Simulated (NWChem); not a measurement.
# Total energies of Sb (+1)

```
Sb
```
Charge +1, spin multiplicity 3.

All runs are NWChem calculations.

Basis set: def2-TZVP (50 functions).

```json
[
 {"method": "UHF", "total energy (Ha)": "-238.96183"},
 {"method": "UMP2", "total energy (Ha)": "-239.22775"},
 {"method": "UB2PLYP", "total energy (Ha)": "-239.68008"},
 {"method": "UPBE", "total energy (Ha)": "-239.87813"},
 {"method": "UB3LYP", "total energy (Ha)": "-239.96545"},
 {"method": "UCAM-B3LYP", "total energy (Ha)": "-239.87302"}
]
```

Total energies of different functionals aren't comparable as a measure of quality: only differences taken within one method are. 

Effective core potentials replace the inner electrons of Sb; spin-orbit coupling is left out. The correlated methods keep 4 core orbitals frozen. B3LYP has NWChem's definition, with VWN1-RPA local correlation. The stability of the SCF solutions was not checked. Open-shell Hartree-Fock references start from PBE0 orbitals.
